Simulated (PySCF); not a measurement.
An unknown is described by computed data only.

Formula: C5H3ClO2.

- Rotational structure: rotational constants A, B, C: 3.914, 1.273, 0.960 GHz [PBE0-D3(BJ)/def2-SVP]
- Triplet: lowest triplet excitation (Tamm–Dancoff): 3.30 eV [TDA wB97X-D/def2-SVPD]
- UV, strongest line: among the 10 lowest singlet transitions: S2 at 5.04 eV (246 nm, f = 0.384) [TDDFT wB97X-D/def2-SVPD]
- 13C NMR: chemical shifts (computed TMS as zero) by class: 162.8 (1 C), 152.6 (1 C), 149.6 (1 C), 127.2 (1 C), 119.2 (1 C) ppm [GIAO PBE0/pcSseg-1]
- Polarisability: 79.9 au [wB97X-D/def2-SVPD]
- Valence photoelectron: vertical ionisation energy: 9.59 eV [ΔSCF wB97X-D/def2-SVPD]

The electronic properties come from PySCF, for the isolated species, density fitting. Levels stand in brackets. Geometry: PBE0-D3(BJ)/def2-SVP, one conformer, isolated molecule. Each NMR value is the plain mean over a class of atoms that symmetry, rotation or inversion makes alike.

**Question.** Propose a structure and show how it fits.

**Answer.** Numbering: `[O:1]=[C:2]([Cl:3])[c:4]1[cH:5][cH:6][cH:7][o:8]1`. Its formula, C5H3ClO2, gives 4 degrees of unsaturation: 1 ring and 3 π bonds in the structure found (Kekulé form). 5 carbons fall into 5 classes; from least to most shielded: acyl halide carbon [C2] (162.8 ppm), aromatic CH next to a ring oxygen [C7] (152.6 ppm), substituted aromatic carbon [C4] (149.6 ppm), aromatic CH carbon [C5] (127.2 ppm), aromatic CH carbon [C6] (119.2 ppm). The first electron is taken from the HOMO, whose largest Löwdin shares are 0.26 on the substituted aromatic carbon, 0.25 on the aromatic CH next to a ring oxygen, 0.14 on an aromatic CH carbon and 0.11 on an aromatic CH carbon. The optimised geometry has point group Cs and is an asymmetric top. Structure: `c1(occc1)C(=O)Cl`. The assignments are read from this structure; whether some other isomer fits the data as well wasn't checked.

The values belong to the conformer `[O:1]=[C:2]([Cl:3])[c:4]1[cH:5][cH:6][cH:7][o:8]1`: O1–C2–C4–C5 0°.
